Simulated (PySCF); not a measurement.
**An isoelectronic set: 72 electrons**

PBE0 in PySCF with x2c-TZVPall on every atom, spin-free X2C, for the lowest determinant that a PBE0 search found; no spin–orbit coupling. All have 72 electrons, 8 of them in the valence shells, and the same state, a singlet (closed shell). For ions De leads to the atom and ion picked by measured ionisation energies and electron affinities.

| species | difference of nuclear charges | Re (Å) | ωe (cm⁻¹) | k (mdyn/Å) | De (eV) | dissociates to | Mayer bond order |
| --- | --- | --- | --- | --- | --- | --- | --- |
| RbBr | 2 | 2.936 | 170 | 0.694 | 3.92 | Rb + Br | 0.56 |
| KI | 34 | 3.062 | 187 | 0.617 | 3.43 | K + I | 0.69 |
| CsCl | 38 | 2.889 | 217 | 0.770 | 4.43 | Cs + Cl | 0.60 |
| BaS | 40 | 2.495 | 389 | 2.32 | 4.57 | Ba + S | 2.02 |

**Question.** Which member of the whole set has the stiffest bond, and how does it compare with the softest?

**Answer.** BaS with k = 2.32 mdyn/Å, 3.8 times that of KI.

These are scalar-relativistic numbers at best; spin–orbit coupling would shift them, the dissociation energy most.
